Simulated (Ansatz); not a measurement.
**A ladder of methods for SiHBr (SMILES [SiH]Br)**

SiHBr: 3 atoms, total charge 0, spin state singlet. As SMILES, `[SiH]Br`. The coordinates come from a PBE0-D4/def2-TZVP relaxation.

```xyz
3

Si   -0.6247    0.5219   -0.2961
Br    1.3409    0.4015    0.7814
H    -0.7271   -0.9883   -0.4986
```

Quantity: the electronic atomisation energy, in eV. The values are calculated. Electronic energies at fixed atoms, without zero-point motion or spin-orbit coupling.

```
         level                    kind  program  value (eV)  less FCI/STO-3G  CPU time (all runs)
     HF/STO-3G            Hartree–Fock   Ansatz        7.13            -1.11               0.29 s
 revPBE/STO-3G                     GGA   Ansatz        9.72            +1.48                2.5 s
 r2SCAN/STO-3G                meta-GGA   Ansatz        9.75            +1.51                7.6 s
  B3LYP/STO-3G           global hybrid   Ansatz        9.62            +1.38                2.2 s
  HSE06/STO-3G  range-separated hybrid   Ansatz        9.57            +1.33                2.8 s
 B2PLYP/STO-3G           double hybrid   Ansatz        9.01            +0.77                2.5 s
    MP2/STO-3G     perturbation theory   Ansatz        7.91            -0.33               0.33 s
BCCD(T)/STO-3G   coupled cluster or CI   Ansatz        8.23            -0.01               0.61 s
 CCSDTQ/STO-3G   coupled cluster or CI   Ansatz        8.24             0.00                 26 s
    FCI/STO-3G      exact in the basis   Ansatz        8.24             0.00               0.72 s
```

FCI/STO-3G is exact within its basis and frozen core, so for wave-function methods in that basis the difference is their error; functionals converge differently with the basis, so for them it is only a difference. All-electron rows without a relativistic Hamiltonian named are non-relativistic. The values span 7.13 to 9.75 eV. All rows use very small basis sets, so none should be taken for the real molecule's value. In the correlated wave-function rows the outer d shell of Br is correlated, in sets not made for it. Times are those of the runs behind each value, whatever else they computed, on shared processors of several kinds: orders of magnitude only.
